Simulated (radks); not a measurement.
Values are calculated unless marked as measured or tabulated.
The sulfur anion S-, [Ne] 3s2 3p5, held by a Watson sphere: a shell of charge +1 at radius R that stands for the Madelung well of a crystal (potential energy -1/R inside, -1/r outside, in hartree with lengths in bohr). Level of theory: scalar-relativistic Kohn-Sham, PBEsol, spin-polarised, spherical densities, finite nucleus; open shells are filled with parallel spins first; Fermi nuclear charge, rms radius of each element as measured or else 0.836 A^(1/3) + 0.57 fm (a radial shooting solver on a logarithmic mesh with Libxc functionals). Response by self-consistent Sternheimer equations with the Hartree and adiabatic LDA kernel, the relativistic mass of each level held fixed and spin-orbit coupling left out. The sphere does not respond.

| R (bohr) | e(3s down) (eV) | e(3p up) (eV) | e(3p down) (eV) | <r> 3p (bohr) | sum of <r^2> (bohr^2) | X-ray form factor at sin(theta)/lambda = 0.3 1/angstrom | alpha (bohr^3) |
|---|---|---|---|---|---|---|---|
| 1.84 | -17.645 | -8.238 | -7.473 | 2.057 | 33.61 | 9.047 | 21.22 |
| 1.96 | -17.438 | -8.111 | -7.354 | 2.077 | 34.17 | 9.033 | 22.05 |
| 2.06 | -17.266 | -7.998 | -7.247 | 2.093 | 34.63 | 9.023 | 22.79 |
| 2.83 | -16.025 | -7.014 | -6.302 | 2.203 | 37.85 | 9.000 | 29.64 |
| 3.29 | -15.381 | -6.422 | -5.724 | 2.254 | 39.38 | 9.005 | 34.36 |
| 3.55 | -15.050 | -6.104 | -5.412 | 2.278 | 40.12 | 9.008 | 37.12 |
| 3.76 | -14.800 | -5.859 | -5.171 | 2.295 | 40.66 | 9.010 | 39.37 |
| 4.45 | -14.071 | -5.135 | -4.453 | 2.341 | 42.09 | 9.014 | 46.69 |
| 4.5 | -14.023 | -5.087 | -4.405 | 2.344 | 42.18 | 9.014 | 47.21 |
